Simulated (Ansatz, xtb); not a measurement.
Isomers of C5H3ClN2 in order of energy

9 gas-phase structures of C5H3ClN2, from a drawn sample of its isomers (lower ones may exist). Each was relaxed with GFN2-xTB:

A. `C#Cn1ccnc1Cl`, a singlet
B. `C#Cc1nc[nH]c1Cl`, a singlet
C. `C#Cc1[nH]cnc1Cl`, a singlet
D. `C#Cn1cnc(Cl)c1`, a singlet
E. `C#Cc1cnc(Cl)[nH]1`, a singlet
F. `C#Cn1cncc1Cl`, a singlet
G. `C#Cc1c[nH]c(Cl)n1`, a singlet
H. `C#Cc1ncc(Cl)[nH]1`, a singlet
I. `C#Cc1nc(Cl)c[nH]1`, a singlet

Problem. Estimate their order in r2SCAN-D4/def2-SVP energy at these geometries, lowest first.

Solution. Calculated order at r2SCAN-D4/def2-SVP: C (0.0), E (1.5), I (7.6), G (9.6), H (14.7), B (16.0), D (69.0), A (69.7), F (77.2) kJ/mol. Less than 1 kcal/mol parts C and E; I and G; H and B; D and A, so the order within those pairs means little.

Energies above the lowest of each column, in kJ/mol; the last columns are at B3LYP/def2-SVP geometries and were run for some of them only (a dash: not run or not comparable):

| structure | GFN2-xTB | HF/STO-3G | r2SCAN-D4/def2-SVP | B3LYP/def2-SVP | CCSD(T)/def2-SVP + ΔMP2/def2-TZVPP |
| --- | --- | --- | --- | --- | --- |
| C | 2.8 | 0.0 | 0.0 | 0.0 | 0.0 |
| E | 0.0 | 3.9 | 1.5 | 0.2 | 2.4 |
| I | 6.8 | 2.1 | 7.6 | 6.3 | 6.1 |
| G | 8.3 | 5.7 | 9.6 | 7.3 | 6.2 |
| H | 6.8 | 8.6 | 14.7 | 13.2 | 12.9 |
| B | 11.0 | 8.5 | 16.0 | 14.7 | 10.9 |
| D | 2.2 | 41.9 | 69.0 | – | – |
| A | 2.6 | 47.9 | 69.7 | – | – |
| F | 5.5 | 49.4 | 77.2 | – | – |

CCSD(T)/def2-SVP + ΔMP2/def2-TZVPP has C and E within 1 kcal/mol of each other at the bottom, and every level picks one of them. CCSD(T)/def2-SVP + ΔMP2/def2-TZVPP orders those it was run on as C (0.0), E (2.4), I (6.1), G (6.2), B (10.9), H (12.9) kJ/mol. Less than 1 kcal/mol parts C and E; E and I; I and G; B and H, so the order within those pairs means little. Frequencies (GFN2-xTB) were run for B, C, E, G, H, I alone. ΔMP2 is the change of the MP2 energy from the smaller to the larger basis.

Over these structures GFN2-xTB departs from r2SCAN-D4/def2-SVP by 29.4 kJ/mol on average once a common shift is removed. A GFN2-xTB relaxation took about 0.071 s and the r2SCAN-D4/def2-SVP energy about 1.6 s on a shared host (Ansatz 0.2.0, xtb 6.7.1).
